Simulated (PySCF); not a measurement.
How exact exchange moves a shielding

Molecule: `C=CC(=C)C[SiH3]`, C5H10Si.

Bonds (- single, = double, # triple, : aromatic): C1=C2, C2-C3, C3=C4, C3-C5, C5-Si6. C1 carries H7, H8; C2 carries H9; C4 carries H10, H11; C5 carries H12, H13; Si6 carries H14, H15, H16. H11 is cis to C2; H8 is cis to C3; H10 is trans to C2; H7 is trans to C3.

GIAO shieldings (ppm, equivalent atoms averaged) in PySCF 2.14 on the PBE0-D3(BJ)/def2-SVP geometry, basis pcSseg-1, gas phase, non-relativistic:

| functional | exact exchange (%) | σ(Si6) |
| --- | --- | --- |
| BLYP | 0 | 387.3 |
| BP86 | 0 | 395.9 |
| PBE | 0 | 397.6 |
| PBE0 | 25 | 411.4 |
| mPW1PW91 | 25 | 409.2 |
| BHandHLYP | 50 | 415.7 |
| HF | 100 | 445.5 |

(1) Fit each shielding as a line in the percentage of exact exchange.

(2) What does the line predict for B3LYP (20 %), and what does the run give?

## Answers

(1) σ(Si6) = 394.5 + 0.51 x (rms 3.8 ppm). The functionals also differ in their semilocal parts, which the line can't hold; Hartree–Fock has no correlation at all.

(2) σ(Si6): 404.7 predicted, 398.7 computed ppm.
